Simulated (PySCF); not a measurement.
A calculated (r2SCAN, PySCF 2.14, x2c-TZVPPall with one added diffuse shell each of s, p, d, f type, the spin-free X2C one-electron Hamiltonian (Gaussian nucleus)) atom or ion has these occupied shells.

```json
{"shell": "1s α", "electrons": "1", "orbital energy (eV)": "-46660.9", "rms radius, mean of both spins (bohr)": "0.0259"}
{"shell": "1s β", "electrons": "1", "orbital energy (eV)": "-46660.9", "rms radius, mean of both spins (bohr)": "0.0259"}
{"shell": "2s β", "electrons": "1", "orbital energy (eV)": "-7671.7", "rms radius, mean of both spins (bohr)": "0.105"}
{"shell": "2s α", "electrons": "1", "orbital energy (eV)": "-7671.7", "rms radius, mean of both spins (bohr)": "0.105"}
{"shell": "2p α", "electrons": "3", "orbital energy (eV)": "-6854.3", "rms radius, mean of both spins (bohr)": "0.0941"}
{"shell": "2p β", "electrons": "3", "orbital energy (eV)": "-6854.3", "rms radius, mean of both spins (bohr)": "0.0941"}
{"shell": "3s α", "electrons": "1", "orbital energy (eV)": "-1714.6", "rms radius, mean of both spins (bohr)": "0.272"}
{"shell": "3s β", "electrons": "1", "orbital energy (eV)": "-1712.5", "rms radius, mean of both spins (bohr)": "0.272"}
{"shell": "3p α", "electrons": "3", "orbital energy (eV)": "-1456.8", "rms radius, mean of both spins (bohr)": "0.272"}
{"shell": "3p β", "electrons": "3", "orbital energy (eV)": "-1454.6", "rms radius, mean of both spins (bohr)": "0.272"}
{"shell": "3d α", "electrons": "5", "orbital energy (eV)": "-1102.1", "rms radius, mean of both spins (bohr)": "0.251"}
{"shell": "3d β", "electrons": "5", "orbital energy (eV)": "-1100.4", "rms radius, mean of both spins (bohr)": "0.251"}
{"shell": "4s α", "electrons": "1", "orbital energy (eV)": "-371.28", "rms radius, mean of both spins (bohr)": "0.615"}
{"shell": "4s β", "electrons": "1", "orbital energy (eV)": "-366.10", "rms radius, mean of both spins (bohr)": "0.615"}
{"shell": "4p α", "electrons": "3", "orbital energy (eV)": "-285.72", "rms radius, mean of both spins (bohr)": "0.652"}
{"shell": "4p β", "electrons": "3", "orbital energy (eV)": "-280.44", "rms radius, mean of both spins (bohr)": "0.652"}
{"shell": "4d α", "electrons": "5", "orbital energy (eV)": "-163.95", "rms radius, mean of both spins (bohr)": "0.720"}
{"shell": "4d β", "electrons": "5", "orbital energy (eV)": "-158.53", "rms radius, mean of both spins (bohr)": "0.720"}
{"shell": "5s α", "electrons": "1", "orbital energy (eV)": "-73.191", "rms radius, mean of both spins (bohr)": "1.47"}
{"shell": "5s β", "electrons": "1", "orbital energy (eV)": "-70.515", "rms radius, mean of both spins (bohr)": "1.47"}
{"shell": "5p α", "electrons": "3", "orbital energy (eV)": "-51.450", "rms radius, mean of both spins (bohr)": "1.68"}
{"shell": "5p β", "electrons": "3", "orbital energy (eV)": "-49.511", "rms radius, mean of both spins (bohr)": "1.68"}
{"shell": "4f α", "electrons": "5", "orbital energy (eV)": "-34.393", "rms radius, mean of both spins (bohr)": "1.01"}
```

Q: Name the element and its charge.

A: Sm(3+) (samarium, charge +3), in [Xe] 4f5, one real determinant.
